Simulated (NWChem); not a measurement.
Species: boric acid (H$_{3}$BO$_{3}$); SMILES OB(O)O

```xyz
7

O     -0.9601     0.9994     0.0000
B     -0.0379     0.0018     0.0000
O      1.2931     0.3441     0.0000
O     -0.5147    -1.2776     0.0000
H     -0.5347     1.8615     0.0000
H      1.9080    -0.3925     0.0000
H      0.1585    -1.9602     0.0000
```
Atoms are numbered in this order, from 1.

Results from NWChem. Pople sets run with spherical d functions. Geometry: optimised at PBE0/def2-SVP. GIAO values for the isolated, static molecule; σ is the absolute isotropic shielding.

Order these runs by computing time, cheapest first, and give rough ratios: Hartree-Fock/IGLO-III; Hartree-Fock/IGLO-II; Hartree-Fock/6-31G*.

Hartree-Fock/6-31G* (1), Hartree-Fock/IGLO-II (3), Hartree-Fock/IGLO-III (20). Ratios are rough, from one shared machine; the cheapest took around 14 core-seconds (rough). What differs between the cheapest and the dearest: σ O1 (ppm) 281.2 → 267.7; σ B2 (ppm) 107.5 → 95.4; σ O3 (ppm) 278.6 → 265.6; σ O4 (ppm) 279.7 → 266.5.
